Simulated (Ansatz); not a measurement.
Start from `BrC1C[SiH2]1` and change one atom or group to get `OCC1C[SiH2]1`.

Ansatz, PBE0-D4/def2-TZVP geometries, multiplicity 1. Each molecule was computed in one conformer, which needn't be the lowest.

Scalar relativity is left out up to krypton. Spin–orbit coupling is left out; it splits and shifts lone-pair levels of the heavy atoms by tenths of an eV.

```tsv
property	`BrC1C[SiH2]1`
HOMO–LUMO gap (PBE/def2-TZVPP) / eV	4.39
LUMO energy (PBE/def2-TZVPP) / eV	-1.42
LUMO energy (ωB97M-V/def2-TZVPP) / eV	1.31
size of the dipole moment (B3LYP/def2-TZVPP) / D	2.08
LUMO energy (PBE0/def2-TZVPP) / eV	-0.51
HOMO energy (B3LYP/def2-TZVPP) / eV	-6.74
```

Problem. Give the same properties after the change, and the shifts. (An estimate is asked.)

Solution. Computed: 
```
                                        property  `OCC1C[SiH2]1`  shift
             HOMO–LUMO gap (PBE/def2-TZVPP) / eV            5.11   0.72
               LUMO energy (PBE/def2-TZVPP) / eV           -0.72   0.70
           LUMO energy (ωB97M-V/def2-TZVPP) / eV            1.70   0.39
size of the dipole moment (B3LYP/def2-TZVPP) / D            1.78  -0.30
              LUMO energy (PBE0/def2-TZVPP) / eV            0.09   0.60
             HOMO energy (B3LYP/def2-TZVPP) / eV           -6.82  -0.08
```

With PBE0 the HOMO falls by 0.07 eV and the LUMO rises by 0.60 eV, so the gap widens by about 0.67 eV. PBE moves the HOMO by 0.00 eV and ωB97M-V by -0.11 eV. The zero-point energy changes by 113.0 kJ/mol with +12 modes. Dipoles are sizes alone; their direction can turn.

Positive LUMOs are unbound, so they and the gaps depend on the basis.

B3LYP here is the variant with VWN-RPA as its local correlation; programs differ in this.
